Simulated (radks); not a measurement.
Results of a calculation; reference values are marked as such.
Numerical settings for the lutetium ion Lu+, [Xe] 4f14 6s2. Code: a radial shooting solver on a logarithmic mesh with Libxc functionals. Model: scalar-relativistic Kohn-Sham, r2SCAN, spin-polarised, spherical densities, finite nucleus; meta-GGA in the generalised Kohn-Sham scheme; Fermi nuclear charge, rms radius 5.37 fm. The defaults (mesh step 0.008 in ln r, mesh end at 40 bohr or more with all orbitals vanishing there, Anderson mixing 0.5 over 9 steps, residual threshold near 1e-9 with the energy settled to 1e-9 hartree or 1e-11 of itself, here a cap of 70 iterations) give E = -14562.803 hartree and 6s at -11.127 eV in 12 iterations. Run on one thread of a shared host, so times are rough (Intel(R) Xeon(R) 6975P-C): 0.19 s of CPU time, 0.19 s wall, 12 iterations on 2360 mesh points. Changes against that run (0 stands for a change within the tolerance of the run):

setting                     iterations  converged  E (mhartree)  e(6s) (meV)  CPU (s)
mesh step in ln r 0.2                4         no      diverged            -     0.01
mesh step in ln r 0.03              13        yes         +1.25     +0.00406     0.06
mesh step in ln r 0.012             13        yes      +0.00358     +0.00383     0.13
mesh end (bohr) 8                   12        yes         +2.39        +94.9     0.18
mesh end (bohr) 20                  12        yes             0            0     0.18
residual threshold 0.01             11        yes             0       +0.379     0.18
residual threshold 0.001            11        yes             0       +0.379     0.18
mixing 1                            14        yes             0            0     0.21
linear mixing, mixing 0.05          70         no         +28.2          -54     0.93
linear mixing, mixing 0.5           44        yes             0            0     0.58
mixing history 3                    14        yes      -0.00185       +0.036     0.21
iteration cap 3                      3         no          +450         -986     0.06

Settings that end as converged yet miss the energy by more than 1 mhartree: mesh step in ln r 0.03 (+0.00125 hartree); mesh end (bohr) 8 (+0.00239 hartree). A mesh that ends early acts as a hard wall.
